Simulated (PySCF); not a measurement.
**`C=CCNC(=O)[SiH2]C`: 4 charge schemes on one density**

Compound: C5H11NOSi.
SMILES with atom numbers: `[CH2:1]=[CH:2][CH2:3][NH:4][C:5](=[O:6])[SiH2:7][CH3:8]` (hydrogens: H9, H10 on C1; H11 on C2; H12, H13 on C3; H14 on N4; H15, H16 on Si7; H17, H18, H19 on C8)

Geometry (GFN2-xTB, Å), atoms numbered from 1 in this order:
```
atom  x, y, z in Å
C1     3.843    0.053    0.704
C2     2.750    0.357    0.030
C3     1.655   -0.613   -0.283
N4     0.365   -0.108    0.148
C5    -0.667    0.112   -0.696
O6    -0.595   -0.152   -1.885
Si7   -2.284    0.852    0.031
C8    -3.625   -0.484   -0.055
H9     4.612    0.778    0.904
H10    4.021   -0.945    1.072
H11    2.586    1.362   -0.336
H12    1.567   -0.751   -1.367
H13    1.856   -1.583    0.186
H14    0.271    0.145    1.118
H15   -2.024    1.245    1.427
H16   -2.633    2.020   -0.777
H17   -3.429   -1.295    0.642
H18   -4.603   -0.073    0.182
H19   -3.675   -0.911   -1.053
```

Density: PBE0/pcSseg-1 (PySCF); schemes: Mulliken, IAO, Hirshfeld and ESP-fitted. Geometry: GFN2-xTB, one conformer, isolated molecule.

Question: What partial charge does each atom carry?

Answer: In e:

```csv
atom,environment,Mulliken,IAO,Hirshfeld,ESP-fitted
C1,terminal =CH2 carbon,-0.148,-0.320,-0.103,-0.501
C2,alkene CH carbon,-0.260,-0.141,-0.042,-0.176
C3,sp3 carbon bound to nitrogen,+0.042,-0.168,-0.019,+0.314
N4,nitrogen bound to a carbonyl carbon,-0.494,-0.328,-0.102,-0.521
C5,carbonyl carbon,+0.209,+0.175,+0.077,+0.345
O6,carbonyl oxygen,-0.442,-0.500,-0.287,-0.484
Si7,SiH2 silicon,+0.634,+0.717,+0.340,+0.439
C8,Si-methyl carbon,-0.624,-0.712,-0.207,-0.422
H9,vinylic hydrogen,+0.121,+0.156,+0.049,+0.207
H10,vinylic hydrogen,+0.111,+0.145,+0.045,+0.202
H11,vinylic hydrogen,+0.108,+0.150,+0.046,+0.149
H12,methylene hydrogen,+0.158,+0.182,+0.049,+0.046
H13,methylene hydrogen,+0.123,+0.141,+0.046,+0.016
H14,N–H hydrogen,+0.200,+0.270,+0.126,+0.300
H15,Si–H hydrogen,-0.111,-0.142,-0.087,-0.145
H16,Si–H hydrogen,-0.069,-0.110,-0.070,-0.102
H17,methyl hydrogen,+0.142,+0.158,+0.044,+0.101
H18,methyl hydrogen,+0.143,+0.159,+0.045,+0.117
H19,methyl hydrogen,+0.155,+0.169,+0.050,+0.117
```

Mean size of the charges over all atoms: IAO 0.255 e, ESP-fitted 0.247 e, Mulliken 0.226 e, Hirshfeld 0.097 e. Each set sums to the total charge, 0, to within 0.001 e. The IAO scheme counts the electrons in orthogonalised intrinsic atomic orbitals, a minimal basis polarised so that it spans the occupied orbitals exactly.

Lowest charge. The schemes don't all agree: Mulliken C8 (-0.624); IAO C8 (-0.712); Hirshfeld O6 (-0.287); ESP-fitted N4 (-0.521).

Highest charge. All schemes agree: Mulliken Si7 (+0.634); IAO Si7 (+0.717); Hirshfeld Si7 (+0.340); ESP-fitted Si7 (+0.439).

Question: How many electrons does the ESP-fitted scheme count on C3?

Answer: Z − q = 6 − (+0.314) = 5.686.

Question: Sum the charges by element, for elements with more than one atom.

Answer: 
```
element  atoms  Mulliken     IAO  Hirshfeld  ESP-fitted
      C      5    -0.780  -1.166     -0.294      -0.440
      H     11    +1.081  +1.277     +0.342      +1.007
```
